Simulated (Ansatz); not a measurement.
The same path of B₂BrClH₂ (6 atoms, charge 0, multiplicity 1) was run twice with different band settings. The coordinate that changes most is the dihedral H6–B1–B2–Br4.

Method: RKS PBE-D4/def2-SVP (Ansatz).

Relaxed end points:

```xyz
6
Properties=species:S:1:pos:R:3
B -0.727 0.205 0.525
B 0.672 -0.034 -0.343
Cl 2.200 0.817 -0.279
Br 0.416 -1.511 -1.572
H -1.619 0.923 0.108
H -0.943 -0.400 1.561
```

```xyz
6
Properties=species:S:1:pos:R:3
B -0.727 0.204 0.525
B 0.672 -0.031 -0.342
Cl 2.201 0.818 -0.279
Br 0.416 -1.508 -1.571
H -0.942 -0.404 1.559
H -1.619 0.921 0.108
```

Common settings: spring 5.0 eV/Å²; optimiser quadratic models (default); start path IDPP; force threshold 0.03 eV/Å; iteration limit 60; end points relaxed.

| run | movable images | climbing image |
| --- | --- | --- |
| 1 | 7 | yes |
| 2 | 1 | no |

Problem. What does each run give, and how far can it be trusted?

Solution. Run 1: converged after 8 iterations, highest image 0.325 eV above the first end. A vibrational analysis at the climbing image gives one clearly imaginary mode, 282i cm⁻¹: a first-order saddle point.
Run 2: converged after 6 iterations, highest image 0.325 eV above the first end. The dihedral H6–B1–B2–Br4 jumps by 93° between images 1 and 2, so the path isn't resolved there. No image climbed, so the highest image needn't sit at the top of the path. So few images can step over the top or miss a turn of the path.
